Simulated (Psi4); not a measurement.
Psi4 input (wB97X-D/6-311+G**):

```
memory 1500 MB

molecule {
0 2
O     2.35528300   -0.21818500   -0.36872300
B     1.19949800    0.34573800    0.04980000
O     0.01349100   -0.25230500   -0.13267100
Si   -1.57096800    0.08625300    0.21511200
H     3.13232500    0.31410800   -0.17612200
H    -1.67963300    1.38988600    0.90483000
H    -2.31922500    0.11758500   -1.05770600
H    -2.08759200   -0.99389300    1.07958700
symmetry c1
no_reorient
no_com
}

set {
  basis 6-311+G**
  reference uks
  scf_type df
  df_basis_scf def2-universal-jkfit
  dft_radial_points 99
  dft_spherical_points 590
  e_convergence 1e-8
  d_convergence 1e-7
  maxiter 150
}

e = energy('wb97x-d')
print_out(f'\nFINAL {e:.10f} DIPOLE {variable("CURRENT DIPOLE")[0]:.6f} {variable("CURRENT DIPOLE")[1]:.6f} {variable("CURRENT DIPOLE")[2]:.6f}\n')
```

Output:

```
   => Loading Basis Set <=

    Name: 6-311+G**
    Role: ORBITAL
    Keyword: BASIS
    atoms 1, 3 entry O          line   171 file 6-311pgss.gbs
    atoms 2    entry B          line   108 file 6-311pgss.gbs
    atoms 4    entry SI         line   351 file 6-311pgss.gbs
    atoms 5-8  entry H          line    42 file 6-311pgss.gbs

   => WB97X-D: Empirical Dispersion <=

    Chai and Head-Gordon Dispersion Correction
    Chai, J.-D.; Head-Gordon, M. (2010), J. Chem. Phys., 132: 6615-6620

        s6 =       1.000000

         ---------------------------------------------------------
                                   SCF
               by Justin Turney, Rob Parrish, Andy Simmonett
                          and Daniel G. A. Smith
                              UKS Reference
         ---------------------------------------------------------

  ==> Geometry <==

    Molecular point group: c1
    Full point group: C1

    Geometry (in Angstrom), charge = 0, multiplicity = 2:

       Center              X                  Y                   Z               Mass
    ------------   -----------------  -----------------  -----------------  -----------------
         O            2.355283000000    -0.218185000000    -0.368723000000    15.994914619570
         B            1.199498000000     0.345738000000     0.049800000000    11.009305360000
         O            0.013491000000    -0.252305000000    -0.132671000000    15.994914619570
         SI          -1.570968000000     0.086253000000     0.215112000000    27.976926534650
         H            3.132325000000     0.314108000000    -0.176122000000     1.007825032230
         H           -1.679633000000     1.389886000000     0.904830000000     1.007825032230
         H           -2.319225000000     0.117585000000    -1.057706000000     1.007825032230
         H           -2.087592000000    -0.993893000000     1.079587000000     1.007825032230

  Running in c1 symmetry.

  Rotational constants: A =      1.70742  B =      0.08323  C =      0.08163 [cm^-1]
  Rotational constants: A =  51187.25317  B =   2495.24403  C =   2447.27114 [MHz]
  Nuclear repulsion =  144.396354241662237

  Charge       = 0
  Multiplicity = 2
  Electrons    = 39
  Nalpha       = 20
  Nbeta        = 19

  ==> Algorithm <==

  SCF Algorithm Type is DF.
  DIIS enabled.
  MOM disabled.
  Fractional occupation disabled.
[...]
     120A    141.331318

    Beta Occupied:

       1A    -66.287176     2A    -19.278995     3A    -19.269582
       4A     -6.913895     5A     -5.420272     6A     -3.766624
       7A     -3.763296     8A     -3.763236     9A     -1.150298
      10A     -1.121755    11A     -0.710031    12A     -0.639246
      13A     -0.565052    14A     -0.513728    15A     -0.506533
      16A     -0.488084    17A     -0.457521    18A     -0.421834
      19A     -0.410727

    Beta Virtual:

      20A     -0.011701    21A      0.055739    22A      0.069777
      23A      0.075353    24A      0.077315    25A      0.093611
      26A      0.103752    27A      0.114284    28A      0.127646
      29A      0.131940    30A      0.143073    31A      0.152070
      32A      0.164373    33A      0.208122    34A      0.218876
      35A      0.258568    36A      0.272416    37A      0.273396
      38A      0.292711    39A      0.298699    40A      0.317808
      41A      0.323376    42A      0.335141    43A      0.349982
      44A      0.367942    45A      0.379163    46A      0.424826
      47A      0.453360    48A      0.459813    49A      0.478015
      50A      0.482143    51A      0.519280    52A      0.558080
      53A      0.613914    54A      0.641926    55A      0.660835
      56A      0.674934    57A      0.783393    58A      0.794710
      59A      0.929308    60A      0.948259    61A      0.972279
      62A      0.997483    63A      1.026861    64A      1.039666
      65A      1.056627    66A      1.129499    67A      1.157484
      68A      1.170426    69A      1.250149    70A      1.253116
      71A      1.284538    72A      1.337178    73A      1.353646
      74A      1.392567    75A      1.407620    76A      1.422676
      77A      1.479111    78A      1.545923    79A      1.551957
      80A      1.587365    81A      1.652909    82A      1.704614
      83A      1.733499    84A      1.792384    85A      1.814538
      86A      1.951981    87A      1.987818    88A      2.102468
      89A      2.167154    90A      2.196200    91A      2.200826
      92A      2.578190    93A      2.615637    94A      2.694595
      95A      2.697015    96A      2.786230    97A      2.917303
      98A      3.037631    99A      3.075709   100A      3.217046
     101A      3.229326   102A      3.267278   103A      3.490524
     104A      3.552636   105A      3.679454   106A      3.914568
     107A      5.051423   108A      5.070942   109A      5.136397
     110A      5.258649   111A      5.433995   112A      5.675587
     113A      5.800255   114A     11.528397   115A     11.533119
     116A     11.618276   117A     14.751929   118A     49.966907
     119A     49.992336   120A    141.331350

    Final Occupation by Irrep:
              A
    DOCC [    19 ]
    SOCC [     1 ]
    NA   [    20 ]
    NB   [    19 ]

  @DF-UKS Final Energy:  -467.25155374771259

   => Energetics <=

    Nuclear Repulsion Energy =            144.3963542416622374
    One-Electron Energy =                -930.8447208323791529
    Two-Electron Energy =                 350.2035992828846815
    DFT Exchange-Correlation Energy =     -31.0048843758773778
    Empirical Dispersion Energy =          -0.0019020640029829
    VV10 Nonlocal Energy =                  0.0000000000000000
    Total Energy =                       -467.2515537477125918

  UHF NO Occupations:
  HONO-2 :   18  A 1.9995300
  HONO-1 :   19  A 1.9993541
  HONO-0 :   20  A 1.0000000
  LUNO+0 :   21  A 0.0006459
  LUNO+1 :   22  A 0.0004700
  LUNO+2 :   23  A 0.0000741
  LUNO+3 :   24  A 0.0000222

Computation Completed

Properties will be evaluated at   0.000000,   0.000000,   0.000000 [a0]

Properties computed using the SCF density matrix

 Multipole Moments:

 ------------------------------------------------------------------------------------
     Multipole            Electronic (a.u.)      Nuclear  (a.u.)        Total (a.u.)
 ------------------------------------------------------------------------------------

 L = 1.  Multiply by 2.5417464519 to convert [e a0] to [Debye]
 Dipole X            :          0.0217032            0.0000094            0.0217126
 Dipole Y            :          0.3938155           -0.0000038            0.3938117
 Dipole Z            :          0.2024370            0.0000094            0.2024464
 Magnitude           :                                                    0.4433324

 ------------------------------------------------------------------------------------

FINAL -467.2515537477 DIPOLE 0.021713 0.393812 0.202446

*** Psi4 exiting successfully. Buy a developer a beer!
```

The geometry given is a B3LYP-D3(BJ)/def2-TZVP minimum.
